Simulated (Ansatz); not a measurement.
Basis-set series for `Cl[C]1=[CH][GeH2]1`. The species carries charge 0 and has multiplicity 1. The geometry is a stationary point of PBE0-D4/def2-TZVP.

```json
{"functional": "PBE0-D4", "basis": "def2-SVP", "functions": "93", "energy (Eh)": "-2614.16038", "HOMO (eV)": "-7.34", "LUMO (eV)": "-0.24"}
{"functional": "PBE0-D4", "basis": "def2-QZVPP", "functions": "363", "energy (Eh)": "-2614.73005", "HOMO (eV)": "-7.43", "LUMO (eV)": "-0.66"}
{"functional": "ωB97M-V", "basis": "def2-SVP", "functions": "93", "energy (Eh)": "-2614.48831", "HOMO (eV)": "-9.39", "LUMO (eV)": "1.72"}
{"functional": "ωB97M-V", "basis": "def2-QZVPP", "functions": "363", "energy (Eh)": "-2615.05615", "HOMO (eV)": "-9.51", "LUMO (eV)": "1.00"}
```

Q: Give the rows for def2-TZVPP. (Estimate.)

A: Computed: 
```csv
functional,basis,functions,energy (Eh),HOMO (eV),LUMO (eV)
PBE0-D4,def2-TZVPP,194,-2614.66739,-7.40,-0.49
ωB97M-V,def2-TZVPP,194,-2614.99559,-9.48,1.41
```

Positive LUMOs are unbound and depend on the basis. Scalar relativity is left out up to krypton.
